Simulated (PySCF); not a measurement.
# Predicted spectroscopic data

[PySCF: GFN2-xTB structure; NMR shieldings at PBE0/pcSseg-1/GIAO; spin–spin couplings from B3LYP/pcJ-1; non-relativistic; gas phase; fast rotation and ring inversion assumed for equivalent nuclei; single conformer]

Referencing at the same level of theory: ¹H (σref 31.72), ¹³C (σref 186.93) against TMS. Multiplet labels drop J under 1 Hz and among equivalent protons, and merge close values. Unscaled 3J(H,H) run several per cent high. Where no couplings were computed, multiplicities follow the n + 1 count of equivalent neighbours, and m marks all less simple cases (inequivalent or close neighbours, rings, F or P nearby). One-bond C–F couplings are unscaled and too large by tens of Hz. Acid and N–H amide carbonyl carbons lie up to 10 ppm further downfield in solution (hydrogen bonding). Shifts are as computed. Against solution values, carbons near 30 ppm lie about +3 ppm off and those near 130 ppm about +5 ppm. Of 1211 compounds with measured shifts, 218 miss one by over three times the rms of a fit or turn the order of signals round; such compounds aren't used in these exercises. OH and NH positions are gas-phase values without hydrogen bonding to other molecules.

**1.** pentafluoropropanoyl fluoride (SMILES FC(C(C(=O)F)(F)F)(F)F). ¹³C{¹H} NMR (computed): δ 159.3 (C, dt, J = 452.4, 32.7 Hz), 127.2 (C, qt, J = 362.7, 34.0 Hz), 114.3 (C, tdq, J = 336.7, 80.2, 41.1 Hz).

**2.** `COCCC(=O)O`, C₄H₈O₃. ¹H NMR (500 MHz, computed): δ 6.11 (br s, 1H), 3.63 (t, 2H), 3.58 (s, 3H), 2.75 (t, 2H). ¹³C{¹H} NMR (computed): δ 176.4, 72.6, 61.6, 36.0.
